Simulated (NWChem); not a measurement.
Molecule: C2H6Se; SMILES CC[SeH]

```xyz
9

Se    -0.0403    -0.8062     0.0334
H     -0.8085    -0.7079    -1.2190
C      0.6583     1.0227    -0.0511
C     -0.3965     2.1047     0.0548
H      1.2533     1.1166    -0.9708
H      1.3640     1.0678     0.7927
H     -0.9803     2.0054     0.9818
H     -1.1017     2.0630    -0.7896
H      0.0729     3.1027     0.0482
```
Atoms are numbered in this order, from 1.

Computed with NWChem. Pople sets run with spherical d functions. Geometry: optimised at PBE0/def2-SVP. Hybrids' shares of exact exchange are those that their runs print; pure functionals count as 0. The functionals differ in more than this share.

```csv
row,share of exact exchange,orbital gap (eV)
PBE/6-31G*,0.00,4.72
"LDA (Slater exchange, VWN5)/6-31G*",0.00,4.67
B3LYP/6-31G*,0.20,6.36
PBE0/6-31G*,0.25,6.86
PW6B95/6-31G*,0.28,withheld
```

Question: Fit a straight line of the last column on the one before it, predict the withheld value, and compare with the run.

Answer: 
1. Means of the 4 shown rows: x = 0.113, y = 5.652. Slope Σ(x − x̄)(y − ȳ)/Σ(x − x̄)² = 0.4434/0.05188 = 8.547; intercept 4.691.
2. The shown rows scatter about the line by 0.031 (root mean square); the largest residual is -0.04, at B3LYP/6-31G*.
3. At x = 0.28 (PW6B95/6-31G*; beyond the shown range) the line gives 7.08.
4. The run gives 6.98, -0.10 from the line, 3.2 times the scatter.
